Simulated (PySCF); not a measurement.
## Spin states of TlTe

Unrestricted PBE0; PySCF, scalar-relativistic core potentials, basis sets Tl def2-SVP with ECP60, Te def2-SVP with ECP28. Outer shells of the fragments: Tl 5d10 6s2 6p1; Te 4d10 5s2 5p4.

Followed along the bond (rough minima from three points):

```tsv
2Ms+1	unpaired	⟨S²⟩ at the start	R at minimum (Å)	Te (eV)
2	π ↑	0.75	2.93	0.00
2	σ ↑	0.76	2.73	0.29
4	σ ↑, π ↑↑	3.76	none in the scan	≤ 2.49
```

Solutions found at the starting distance of 2.750 Å, counted from the lowest of them; the search is not exhaustive and high or unbound solutions are not listed, so other states can lie among these:

```tsv
2Ms+1	unpaired	term	E (eV)	⟨S²⟩	⟨Lz²⟩	μ (D)
2	π ↑	²Π	0.00	0.75	1.01	-2.56
2	σ ↑	²Σ⁺	0.19	0.76	0.00	-4.08
4	σ ↑, π ↑↑	mixed	2.62	3.76	2.01	0.81
4	σ ↑, π ↑↑	mixed	2.79	3.76	2.01	0.73
2	σ ↑, π ↑↓	mixed	2.99	1.76	2.01	0.86
2	σ ↓, π ↑↑	mixed	3.05	1.76	2.01	0.92
```

A term symbol is given only where ⟨S²⟩ and ⟨Lz²⟩ are close to those of a pure state; real π, δ and φ orbitals otherwise mix terms. A positive dipole means Tl(−)Te(+).

Compare the gap between the two lowest followed solutions at the starting distance with the gap between their minima.

At PBE0 the second solution (doublet, unpaired electrons σ ↑) lies +0.19 eV from the first (doublet, unpaired electrons π ↑) at 2.750 Å and +0.29 eV at the minima; the two curves relax by different amounts, since their minima lie near 2.73 and 2.93 Å.

Spin–orbit coupling is left out, which matters for elements this heavy, above all for dissociation energies. Counting both spins, an empty level lies below a filled one in some of these solutions, because spin and occupation are held.
